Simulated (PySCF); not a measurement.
Ge(H)2(Et)(OH) (C₂H₈GeO), SMILES [GeH2]([CH2]C)[OH]. Atoms are numbered in the order given.

```xyz
12

Ge     0.5274     0.4098     0.1792
O      1.3398    -1.1590    -0.2237
C     -1.3061     0.4027    -0.5487
C     -2.1197    -0.8076    -0.0814
H      1.4245     1.4783    -0.4948
H      0.4974     0.5925     1.7310
H      1.0455    -1.8608     0.3844
H     -1.2141     0.4183    -1.6551
H     -1.7917     1.3586    -0.2566
H     -2.2541    -0.8124     1.0208
H     -3.1322    -0.8290    -0.5351
H     -1.6142    -1.7563    -0.3581
```

The structure is a stationary point at PBE-D3(BJ)/def2-SVP. This is a generated structure with no PubChem entry under its InChIKey; it may be hypothetical. Other conformers were not sampled.

Method: PBE/def2-TZVP in PySCF.

Atomic charges (e):

| atom | Löwdin | Mulliken |
|---|---|---|
| Ge1 | 0.38 | 0.34 |
| O2 | -0.26 | -0.54 |
| C3 | -0.46 | -0.28 |
| C4 | -0.35 | -0.38 |
| H5 | -0.05 | -0.01 |
| H6 | -0.06 | -0.03 |
| H7 | 0.16 | 0.30 |
| H8 | 0.14 | 0.12 |
| H9 | 0.14 | 0.12 |
| H10 | 0.12 | 0.12 |
| H11 | 0.12 | 0.13 |
| H12 | 0.12 | 0.12 |
